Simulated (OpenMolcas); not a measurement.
**Ho3+: effect of the metal basis and ligand basis**

Ho3+ with 8 ligands (fluoride) in cubic eightfold coordination (Oh) at 2.33 Å. A charge of +0.625 e stands 3.2 Å behind each ligand.

```json
{
 "Program": "OpenMolcas 26.06",
 "Method": "CASSCF",
 "Spin-orbit coupling": "state interaction with AMFI integrals over the reference wave functions"
}
```

Fixed: active space 10 electrons in 7 orbitals (4f), DKH2 Hamiltonian.

States (labels of O, the rotations of Oh). Energies in cm-1 above the lowest state or level, χT in cm3 K/mol.

```tsv
Run	Metal basis	Ligand basis	Ground state	First state of that spin	First gap with spin-orbit (degeneracies)	Width of lowest J	χT at 300 K	Cost
A	ANO-RCC-VDZP	ANO-RCC-VDZP	5A2	5T2 130.7	0.2 (3, 2)	331	13.670	roughly 110 core-seconds
B	ANO-RCC-VTZP	ANO-RCC-VTZP	5A2	5T2 126.9	0.1 (3, 2)	325	13.684	roughly 7 core-minutes
```

Against A, the width of the lowest J multiplet changes by -1.8 % in B.

Costs are those of the RASSCF and RASSI steps.

High states are left out of the spin-orbit mixing, which shifts the levels that they would mix with. Without dynamic correlation the ligand-field splitting of an f shell can come out too small, at times by half. No measured value stands beside these numbers; the geometry was imposed, not optimised, and the real ion may take another.
